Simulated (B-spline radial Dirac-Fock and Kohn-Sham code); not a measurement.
Photoionisation of vanadium ions at Cu Kα (8047.8 eV)

Method: independent-particle photoionisation in a Dirac-Hartree-Slater potential with a Latter tail, all multipoles, thresholds from Dirac-Fock ΔSCF. Computed with a B-spline atomic structure program. Cross sections in kb; a dash marks an empty subshell or a threshold above the photon energy.

| ion | configuration | total | 2p1/2 | 2p3/2 | 3p1/2 | 3d5/2 | 4s |
| --- | --- | --- | --- | --- | --- | --- | --- |
| V | [Ar] 3d3 4s2 | 18.62 | 0.212 | 0.396 | 0.0263 | 0.000219 | 0.0132 |
| V³⁺ | [Ar] 3d2 | 18.63 | 0.212 | 0.396 | 0.0276 | 0.000185 | – |
| V⁵⁺ | [Ne] 3s2 3p6 | 18.65 | 0.212 | 0.396 | 0.0309 | – | – |
| V¹⁶⁺ | [He] 2s2 2p3 | 18.59 | 0.130 | 0.243 | – | – | – |
| V²²⁺ | 1s1 | 8.835 | – | – | – | – | – |
